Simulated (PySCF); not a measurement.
SMILES c1ccc(s1)-c1sccc1C (C₉H₈S₂) (GFN2-xTB optimised geometry):

```
19

C      2.562     0.544    -0.015
C      1.631    -0.620    -0.002
C      2.080    -1.961     0.006
C      1.075    -2.872     0.017
S     -0.470    -2.124     0.017
C      0.256    -0.535     0.003
C     -0.601     0.609     0.000
C     -1.973     0.609     0.000
C     -2.533     1.898     0.001
C     -1.593     2.879     0.001
S      0.003     2.243     0.000
H      2.396     1.163    -0.897
H      3.592     0.196    -0.020
H      2.408     1.173     0.861
H      3.122    -2.230     0.004
H      1.141    -3.941     0.025
H     -2.553    -0.298     0.000
H     -3.592     2.088     0.001
H     -1.732     3.941     0.002
```

Method: PySCF with PBE/def2-SVP.

Question: What are the frontier orbital energies and the dipole moment?

Answer: HOMO-2 -6.20 eV, HOMO-1 -5.97 eV, HOMO -4.85 eV, LUMO -1.86 eV, LUMO+1 -0.42 eV; dipole moment 0.45 D.

Meta-Löwdin charges at PBE/def2-SVP: C1 -0.31, C2 -0.01, C3 -0.14, C4 -0.24, S5 0.24, C6 -0.12, C7 -0.10, C8 -0.15, C9 -0.13, C10 -0.25, S11 0.25, H12 0.12, H13 0.11, H14 0.12, H15 0.11, H16 0.13, H17 0.12, H18 0.12, H19 0.13.
